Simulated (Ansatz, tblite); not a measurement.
Removing an electron: AlCl2I (AlICl₂). Charge 0, multiplicity 1. Geometry: PBE0-D4/def2-SVP. Ansatz, gas phase; energy differences of separate SCF runs; the oxidised species was run as a doublet alone.

```xyz
4

Al   -0.051   -0.036    0.049
Cl   -1.878   -0.750   -0.654
Cl    0.409   -0.272    2.068
I     1.520    1.058   -1.463
```

In the def2 sets I takes a core potential; there is no spin–orbit coupling. The xTB rows come from tblite.

Task: Estimate orbital energies and vertical ionisation energies at: GFN1-xTB; GFN2-xTB; PBE-D4/def2-TZVP; r2SCAN-D4/def2-TZVP; PBE0-D4/def2-TZVP.

Result: 
| level | −HOMO (eV) | vertical IE (eV) | −LUMO (eV) | HOMO–LUMO gap (eV) |
| --- | --- | --- | --- | --- |
| GFN1-xTB | 12.45 | 15.23 | 7.66 | 4.79 |
| GFN2-xTB | 12.08 | 14.91 | 7.73 | 4.35 |
| PBE-D4/def2-TZVP | 7.06 | 9.95 | 2.37 | 4.69 |
| r2SCAN-D4/def2-TZVP | 7.38 | 10.17 | 1.98 | 5.39 |
| PBE0-D4/def2-TZVP | 8.23 | 10.33 | 1.56 | 6.67 |

Relaxing the oxidised species (PBE0-D4/def2-SVP) changes its energy by -0.30 eV at PBE0-D4/def2-TZVP, so the adiabatic ionisation energy to this nearest minimum is 10.03 eV. At PBE-D4/def2-TZVP it is 9.84 eV.   Raw xTB energy differences between charge states are shifted by several eV; the methods need an empirical correction for them.
